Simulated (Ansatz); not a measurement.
`[SH][Sn]([Cl])([Cl])[Cl]` + H₂ → `[Cl][SnH]([Cl])[Cl]` + H₂S at 400 K and 1 bar (hydrogenolysis of the Sn–S bond).

Isolated molecules relaxed with PBE0-D4/def2-TZVP in Ansatz; ΔE leaves out vibrations. CCSD(T)/CBS adds triple-zeta CCSD(T) − MP2 to the extrapolated MP2 energy (def2 sets, frozen cores). This one scheme is used for every species. def2 core potentials past Kr. For Sn outer-core shells are correlated without core-valence functions, which leaves a few kJ/mol of doubt a bond. Each species was taken in one conformer, which may not be the lowest.

```csv
species,CCSD(T)/CBS energy (Eh),H − E (kJ/mol),S (J/(mol·K))
`[SH][Sn]([Cl])([Cl])[Cl]`,-1991.90544,70.1,442.5
H₂,-1.17544,38.0,139.0
`[Cl][SnH]([Cl])[Cl]`,-1594.09169,55.7,371.6
H₂S,-398.97279,53.4,215.9
```

H − E and S are ideal-gas, rigid-rotor, harmonic terms from PBE0-D4/def2-TZVP, for one conformer and one mirror image of each species. The MP2-based limit puts H₂ 0.8 mEh under its directly extrapolated value; such offsets cancel only in part. 1 Eh = 2625.50 kJ/mol, R = 8.31446 J/(mol·K).

**Question.** By hand: ΔE, ΔH, ΔS and ΔG.

**Answer.** ΔE = (-1594.09169) + (-398.97279) − (-1991.90544) − (-1.17544) = 0.01640 Eh = 43.1 kJ/mol. Δ(H − E) = 55.7 + 53.4 − 70.1 − 38.0 = 1.0, so ΔH = 44.1 kJ/mol. ΔS = 371.6 + 215.9 − 442.5 − 139.0 = 6.0 J/(mol·K). ΔG = 44.1 − 400 × (6.0)/1000 = 41.7 kJ/mol.

**Question.** By hand: the equilibrium constant, and the temperature at which ΔG would vanish if ΔH and ΔS stayed fixed.

**Answer.** log₁₀ K = −ΔG/(RT ln 10) = -5.4. ΔG = 0 at ΔH/ΔS = 7350 K, far beyond where these terms or the molecules hold.

The number of gas molecules stays the same, so ΔS is small and ΔH decides. A doubt of 5 kJ/mol in ΔE shifts log₁₀ K by 0.7 here. Other conformers and mirror images would add mixing entropy, several J/(mol·K) or more a flexible species. Modes under 60 cm⁻¹, often nearly free rotors, make the harmonic entropy too high. These are equilibria of isolated gas molecules and say nothing of rates. Largest T1 diagnostic: 0.011 (customary marks: 0.02 for closed shells, 0.045 for open ones).
